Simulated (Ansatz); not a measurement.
Reaction (formal exchange of groups at the Si–B bond): `C#CB[SiH2]C` + `F/C=C/F` → `C[SiH2]/C(F)=C\F` + `BC#C`

Program: Ansatz. Geometries: PBE0-D4/def2-TZVP. ΔE: electronic, gas phase. CCSD(T)/CBS adds triple-zeta CCSD(T) − MP2 to the extrapolated MP2 energy (def2 sets, frozen cores). Double bonds are as drawn, so ΔE can hold a change between cis and trans. Functionals use def2-TZVPP. Each species was taken in one conformer, which may not be the lowest.

```json
{"level": "B2PLYP", "ΔE (kcal/mol)": "-4.7"}
{"level": "MP2/def2-TZVPP", "ΔE (kcal/mol)": "-5.3"}
{"level": "CCSD(T)/def2-TZVPP", "ΔE (kcal/mol)": "-4.0"}
{"level": "SCS-MP2/def2-QZVPP", "ΔE (kcal/mol)": "-5.6"}
```

Problem. What does CCSD(T)/CBS give? (Estimate.)

Solution. Ansatz gave: -4.3 kcal/mol. The listed levels differ from it by -0.4, -1.0, 0.3, -1.3 kcal/mol.

Largest T1 diagnostic among the species: 0.014.
